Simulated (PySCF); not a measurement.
H5PSi, SMILES [SiH3]P (connectivity only; charge and spin as stated), charge +1, multiplicity 2. Geometry: B3LYP-D3(BJ)/def2-TZVP. The multiplicity is an assumed one; other spin states were not compared.

All values below come from B3LYP-D3(BJ)/def2-TZVP (PySCF).

Harmonic wavenumbers (cm⁻¹): 112, 337, 366, 389, 575, 651, 838, 918, 924, 1072, 2252, 2302, 2323, 2466, 2503. Rotational constants (GHz): 54.62, 5.231, 5.118; symmetry number 1.

**Question.** Work out the zero-point energy and the ideal-gas rigid-rotor harmonic-oscillator thermochemistry at 298.15 K and 1 atm.

**Answer.** ZPE = ½ Σ hcν = ½ × 18025 cm⁻¹ = 25.77 kcal/mol. H − E(el) = 29.56 kcal/mol. Entropy in cal/(mol K): translation 38.39, rotation 22.91, vibration 7.94, spin 1.38, total 70.62. G − E(el) = 8.50 kcal/mol. Cp = 18.39 cal/(mol K). Modes under 150 cm⁻¹ make the vibrational entropy uncertain.
